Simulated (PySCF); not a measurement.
Computed IR spectrum (relative IR intensity) of a molecule H4OSeSi. Coordinates come from a r2SCAN-D4/def2-SVP optimisation. One conformer was computed; it need not be the lowest. Calculation: r2SCAN-D4/def2-SVP (PySCF 2.14.0). Frequencies are harmonic and unscaled.

ν (cm⁻¹): 328 (m), 576 (vw), 588 (w), 624 (m), 892 (vs), 913 (m), 952 (m), 1113 (m), 2214 (m), 2227 (m), 2238 (m), 3786 (m) (against the strongest line: vs over 80 %, s over 45 %, m over 15 %, w over 4 %, vw less)

Q: Which molecule gave these data?
A. [SiH3]O[SeH]
B. O[Se][SiH3]
C. O[SiH2][SeH]

A: B, O[Se][SiH3]
